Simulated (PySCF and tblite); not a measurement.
Values are calculated unless marked as measured or tabulated.
System: C₅H₄OSe, numbered as in [O:1]=[CH:2][c:3]1[cH:4][cH:5][cH:6][se:7]1.

The path came from a restrained scan, a climbing-image band and a saddle search at GFN2-xTB; energies are PBE/pcSseg-1 + D3(BJ), IEF-PCM dichloromethane//GFN2-xTB, thermal terms GFN2-xTB. Rate constants are transition-state-theory values, counting equivalent paths, without tunnelling. Run with tblite and PySCF.

Spin–orbit effects of heavy atoms on shieldings are missing.

Task: Estimate the barrier and the room-temperature rate of the rotation about the C3–C2 bond (torsion C4–C3–C2–O1 from 180° to 360°, rising).

Result: The electronic barrier is 12.6 kcal/mol and ΔG‡(298 K) 12.3 kcal/mol, over a C1 saddle with an imaginary mode of 170i cm⁻¹ (GFN2-xTB). With 2 equivalent paths, k is 1.1×10⁴ s⁻¹, a mean lifetime of the start of 92 µs against this motion. The end lies 1.1 kcal/mol above the start in free energy.
